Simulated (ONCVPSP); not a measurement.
Before and after: ONCV potential for C

| Property | Result |
| --- | --- |
| Element | carbon |
| Generator | ONCVPSP 4.0.1 |
| Type | optimised norm-conserving Vanderbilt (ONCV) |
| Functional | PBE |
| Relativity | fully relativistic |
| Frozen core | [He] |
| Valence charge | 4 |
| Reference configuration | 2s2 2p2 |
| Partial waves | 2s: rc 0.95 bohr, ncon 4, nbas 9, qcut 8.8 1/bohr, 2 projectors, debl 0.7 Ha; 2p: rc 1.95 bohr, ncon 4, nbas 8, qcut 5.9 1/bohr, 1 projector |
| Local potential | polynomial inside 0.70 bohr (lpopt 5, dvloc0 0 Ha) |
| Core correction | polynomial model core, fcfact 0.55 |

Open shells are filled in proportion to 2j + 1.

Change: s: qcut 6; p: qcut 4.

Cutoffs: the cutoffs (Ha) at which the residual kinetic energy of the hardest occupied pseudo-wave falls to 1 and 0.1 mHa per electron; they do not see the model core or the augmentation charge, which bear on the density cutoff. Errors are all-electron minus pseudo energies relative to the spin-unpolarised reference configuration.

Q: How do hardness, ghosts and transferability respond?

A: The potential gets harder (21 Ha and 27 Ha → 41 Ha and 79 Ha); of the 4 tests that both files solve, the error grows in 4 and shrinks in 0 by more than 15 % and 0.3 meV (median size 168.6 → 318.2 meV); neither file shows a bound ghost.

| quantity | base | changed |
| --- | --- | --- |
| cutoff, loose | 21 Ha | 41 Ha |
| cutoff, tight | 27 Ha | 79 Ha |
| loose cutoff by channel | s 21 Ha, p 13 Ha | s 20 Ha, p 41 Ha |
| bound ghosts | none | none |
| GHOST(+) flags under 300 eV | s at 242.6 eV | p3/2 at 82.4 eV, p1/2 at 82.5 eV |
| error for 2s2 2p1, meV [ΔE 10.86 eV] | +30 | +60 |
| error for 2s2 2p0, meV [ΔE 35.02 eV] | +307 | +577 |
| error for 2s1 2p0, meV [ΔE 83.21 eV] | +645 | +1146 |
| error for 2s2 2p1.5, meV [ΔE 3.96 eV] | +3.9 | +8.1 |
| s: phases at 0.96 bohr within 0.05 rad from the reference energy up to (Ha; the scan ends near 5) | to the end of the scan | to the end of the scan |
| p3/2: phases at 1.98 bohr within 0.05 rad from the reference energy up to (Ha; the scan ends near 5) | 1.1 | 0.8 |
| p1/2: phases at 1.98 bohr within 0.05 rad from the reference energy up to (Ha; the scan ends near 5) | 1.1 | 0.8 |
| rms error of d²Exc/dni dnj with the model core, mHa | 6.67 | 6.36 |
